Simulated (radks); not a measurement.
Rb V, 33 electrons, occupied as [Ar] 3d10 4s2 4p3.

All-electron calculation, Dirac Kohn-Sham, PBE, spin-unpolarised, spherical densities, point nucleus; open shells are shared between the two j in proportion to 2j + 1. Program: a radial shooting solver on a logarithmic mesh with Libxc functionals.

Energy parts (eV):
total: -81003.934
kinetic: 83317.549
electron-nucleus: -193891.903
Hartree: 32270.381
exchange-correlation: -2699.961

Orbitals (lengths in bohr, moments of r in powers of bohr; <r^-3> diverges for s and p1/2; r(90%) holds 90 % of the orbital's charge):
orbital  occ.  eigenvalue (eV)   <1/r>       <r^4>  r(90%)  <r^-3>
1s1/2       2        -15082.09   37.88  0.00001234  0.0721       -
2s1/2       2        -2060.350   8.504    0.002397   0.275       -
2p1/2       2        -1873.737   8.474    0.001631   0.249       -
2p3/2       4        -1812.933   8.162    0.001780   0.255    1566
3s1/2       2        -350.2688   2.826      0.1404   0.757       -
3p1/2       2        -283.3686   2.714      0.1554   0.777       -
3p3/2       4        -274.2125   2.640      0.1680   0.793   238.3
3d3/2       4        -157.1416   2.409      0.2252   0.847   31.92
3d5/2       6        -155.5808   2.390      0.2312   0.852   30.76
4s1/2       2         -78.4804  0.9882       6.497    1.97       -
4p1/2       1         -61.3239  0.8848       9.978    2.20       -
4p3/2       2         -60.1441  0.8680       10.61    2.24   30.93

The highest occupied level is 4p3/2 at -60.144 eV. The density falls to 0.001 e/bohr^3 at r = 3.04 bohr.
